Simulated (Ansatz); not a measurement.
A run of Ansatz (development build ahead of 0.2.0) on triplet C at this shape:

A single C atom.

Its results:

```json
{"Converged": "yes", "Reference energy": "-37.68752 hartree", "Correlation energy": "-0.07090 hartree", "Total energy": "-37.75843 hartree", "Spin squared of the determinant": "2.000"}
```

(1) Which input gives this output? Name the method, the orbitals and the basis set, and write the input.

Answers

(1) ROHF-MP2 in def2-TZVP.

```yaml
crystal:
  periodic: [false, false, false]
  atoms:
    - { symbol: C, position_ang: [0.0, 0.0, 0.0] }
basis:
  gaussian: { orbitals: def2-TZVP }
magnetization:
  initial_magnetization: 2
hamiltonian:
  xc: hf
correlation:
  method: mp2
  frozen_orbitals: { C: 1 }
```
